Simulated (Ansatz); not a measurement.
A structure relaxed at B3LYP-D4/def2-TZVPD in Ansatz, charge -1, singlet:

```xyz
5

Li   -0.9564    1.8782    1.0916
Li    1.2317   -1.7830   -0.9682
Li   -1.1652   -0.3970   -0.5322
N     0.7216   -0.3118   -0.0560
N     0.1683    0.6137    0.4648
```

Question: Give its formula and point group.

Answer: Li₃N₂⁻. Point group C2v (tolerance 0.1 Å).

Question: Summarise the bond lengths by kind (pairs closer than 1.2 times the sum of covalent radii, bridged metal pairs left out).

Answer: 4 × Li–N 1.80 to 1.95 Å; 1 × N–N 1.20 Å.

The restricted singlet is unstable towards broken spin symmetry in Hartree–Fock (as tested in another run); at B3LYP-D4/def2-TZVPD this wasn't settled. The highest occupied level of the charge -1 singlet lies above zero (up to 0.60 eV). The electron is either unbound and held by the finite basis, or the level is raised by self-interaction error. Another isomer (singlet) lies 0.32 eV lower at PBE0-D4/def2-TZVPD; other spin states weren't run for this one.
